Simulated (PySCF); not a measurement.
# Electric field gradients and quadrupole coupling constants

Compound: C₄H₉F₃OSi₂.
Atom-mapped SMILES: `[O:1]=[C:2]([CH2:3][CH:4]([SiH3:5])[SiH3:6])[C:7]([F:8])([F:9])[F:10]` (hydrogens: H11, H12 on C3; H13 on C4; H14, H15, H16 on Si5; H17, H18, H19 on Si6)

Cartesian coordinates in Å at the GFN2-xTB level; atoms count from 1:
```
atom  x, y, z in Å
O1     0.6820   -0.2607    1.6228
C2     1.1661   -0.2877    0.5275
C3     0.4366   -0.4667   -0.7534
C4    -1.0455   -0.1282   -0.6191
Si5   -1.8574   -1.0370    0.8631
Si6   -1.2935    1.7636   -0.5721
C7     2.7074   -0.1529    0.3511
F8     3.3644   -0.1192    1.5059
F9     3.0127    0.9681   -0.3219
F10    3.2007   -1.1771   -0.3651
H11    0.5657   -1.5264   -1.0147
H12    0.9303    0.1095   -1.5427
H13   -1.5329   -0.4972   -1.5254
H14   -1.1423   -2.2936    1.0964
H15   -1.9596   -0.2137    2.0589
H16   -3.2146   -1.3743    0.4130
H17   -2.7235    2.0523   -0.5202
H18   -0.5960    2.3228    0.5841
H19   -0.7103    2.3277   -1.7956
```

Field gradients from the PBE0/pcSseg-1 density (PySCF, non-relativistic), principal values in atomic units, ordered |Vxx| ≤ |Vyy| ≤ |Vzz|:

```tsv
atom	Vxx	Vyy	Vzz
O1	0.4164	1.5272	-1.9436
```

Question: Find the asymmetry η = (Vxx − Vyy)/Vzz and the couplings χ = eQV/h (234.96 MHz × Q in barn × V in au), with Q(17O) = −0.0256 b.

Answer: 
```tsv
atom	environment	nucleus	η	χzz (MHz)	χxx (MHz)	χyy (MHz)
O1	ketone oxygen	17O	0.57	11.69	-2.50	-9.19
```

The tensor is traceless: Vxx + Vyy + Vzz = 0.

Question: What is Vzz at O1 in SI units (1 au = 9.71736 × 10²¹ V/m²)?

Answer: -1.9436 au = -18.887 × 10²¹ V/m².

Were the hydrogens deuterons (Q(2H) = 0.00286 b), χzz would run from 107 kHz (H16 and H19) to 208 kHz (H13).

One conformer (not necessarily the lowest) at the GFN2-xTB geometry, without solvent, vibrations or thermal averaging. GFN2-xTB bond lengths can be off by several hundredths of an ångström, more for odd bonds, and the gradients follow them. A larger basis could move these couplings by a tenth or more.

These values come from a run that also computed NMR shieldings. Time: 1.7 min of wall time; peak memory 0.96 GiB. Hardware: Intel Xeon at 2.70 GHz, one thread, shared host with 64 logical CPUs at a one-minute load of 62.
